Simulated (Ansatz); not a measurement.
Stretching the C3–H7 bond in C2H4Si (SMILES C#C[SiH3]) (multiplicity 1 held, fragments rigid). Energies count from the point at 1.064 Å.
Geometry at that point (charge 0, multiplicity 1):
| atom | x (Å) | y (Å) | z (Å) |
|---|---|---|---|
| Si | -0.9456 | -0.0781 | -0.4697 |
| C | 0.6846 | 0.0566 | 0.3401 |
| C | 1.7613 | 0.1455 | 0.8750 |
| H | -1.0538 | 0.9501 | -1.5267 |
| H | -1.0849 | -1.4224 | -1.0694 |
| H | -2.0102 | 0.1295 | 0.5351 |
| H | 2.7115 | 0.2240 | 1.3470 |

Restricted levels (R-, RO-) in cc, def2 and unpolarised 6-31G sets keep to the state of the molecule at rest. Unrestricted levels (U-) break spin symmetry where that is lower. Levels need not reach the same state.

Cores are frozen in the correlated methods.

The values were computed with Ansatz (Gaussian basis) for Hartree–Fock, density functionals and correlated methods. Each number belongs to the level named beside it.

Energies in eV.

```csv
R (Å),R-HF/cc-pV(D+d)Z,R-MP2/cc-pV(D+d)Z,U-SCS-MP2/cc-pV(D+d)Z,R-CCSD/cc-pV(D+d)Z,U-CCSD/cc-pV(D+d)Z
0.851,1.53,1.62,1.63,1.63,1.63
0.957,0.31,0.36,0.36,0.37,0.37
1.064,0.00,0.00,0.00,0.00,0.00
1.170,0.20,0.15,0.14,0.14,0.14
1.277,0.68,0.57,0.56,0.55,0.55
1.436,1.63,1.43,1.41,1.38,1.38
1.596,2.67,2.36,2.62,2.28,2.29
1.862,4.34,3.81,4.93,3.63,3.74
2.128,5.77,4.98,5.80,4.64,4.78
2.447,7.17,5.98,6.17,5.41,5.40
2.872,8.56,6.72,6.31,5.88,5.61
3.404,9.74,6.91,6.34,6.08,5.66
```

Doubts at one or more of the structures used: a restricted determinant that unrestricted orbitals would lower (R-HF/cc-pV(D+d)Z, R-MP2/cc-pV(D+d)Z, R-CCSD/cc-pV(D+d)Z); a spin-contaminated determinant (U-SCS-MP2/cc-pV(D+d)Z, U-CCSD/cc-pV(D+d)Z); other coupled-cluster roots lie near (R-CCSD/cc-pV(D+d)Z); T1 above 0.05 (R-CCSD/cc-pV(D+d)Z, U-CCSD/cc-pV(D+d)Z); the program's own flag: large difference (U-CCSD/cc-pV(D+d)Z).

Ansatz is a quantum-chemistry and plane-wave program.
